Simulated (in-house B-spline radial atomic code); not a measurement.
Configurations of In III (In2+), with energies counted from [Kr] 4d10 5s1. Method: Dirac-Hartree-Fock, average of configuration, Fermi nucleus of rms radius 4.6156 fm. Calculated with an all-electron radial atomic-structure program (B-spline basis). Energies include first-order Breit, QED and recoil terms.

Occupations are held fixed; configurations that lie above the ionisation limit could autoionise.

```
                 configuration  E - E(ref) (eV)  highest orbital  its <r> (bohr)
              [Kr] 4d9 5s1 5p1           21.613            5p3/2           2.801
                 [Kr] 4d10 9p1           23.764            9p3/2           21.45
                 [Kr] 4d10 8f1            24.64            8f5/2           29.26
                 [Kr] 4d10 8g1           24.678            8g7/2           28.65
              [Kr] 4d9 5s1 9f1           41.398            9f5/2           37.15
              [Kr] 4d9 5s1 9g1           41.443            9g7/2           37.12
[Ar] 3d10 4s2 4p5 4d10 5s1 5g1           106.91            5g9/2           9.151
[Ar] 3d10 4s2 4p5 4d10 5s1 7g1           109.31            7g7/2           21.13
[Ar] 3d10 4s2 4p5 4d10 5s1 8g1            109.9            8g7/2           28.62
 [Ar] 3d9 4s2 4p6 4d10 5s1 5p1           452.48            5p3/2            2.77
 [Ar] 3d9 4s2 4p6 4d10 5s1 8f1           472.06            8f5/2           28.81
 [Ar] 3d9 4s2 4p6 4d10 5s1 9f1           472.48            9f5/2           37.15
```

Question: Order these further configurations by energy, lowest first.
A. [Ar] 3d9 4s2 4p6 4d10 5s1 7p1
B. [Ar] 3d10 4s2 4p5 4d10 5s1 6f1
C. [Kr] 4d9 5s1 8f1
D. [Ar] 3d10 4s2 4p5 4d10 5s1 9f1
E. [Ar] 3d10 4s2 4p5 4d10 5s1 5d1

Answer: C (40.979 eV), E (99.609 eV), B (108.27 eV), D (110.25 eV), A (468 eV).

Question: How far above the reference does [Ar] 3d9 4s2 4p6 4d10 5s1 6p1 lie?

Answer: 463.93 eV; its least bound orbital is 6p3/2 with <r> = 5.92 bohr.

Question: How far above the reference does [Ar] 3d9 4s2 4p6 4d10 5s1 6f1 lie?

Answer: 470.51 eV; its least bound orbital is 6f5/2 with <r> = 15.15 bohr.

Question: How far above the reference does [Kr] 4d10 6p1 lie?

Answer: 16.881 eV; its least bound orbital is 6p3/2 with <r> = 6.129 bohr.

Question: One of these lies 14.65 eV from the reference. Which?
A. [Kr] 4d10 6s1
B. [Kr] 4d10 8p1
C. [Kr] 4d10 9f1
D. [Kr] 4d10 6f1

Answer: A.
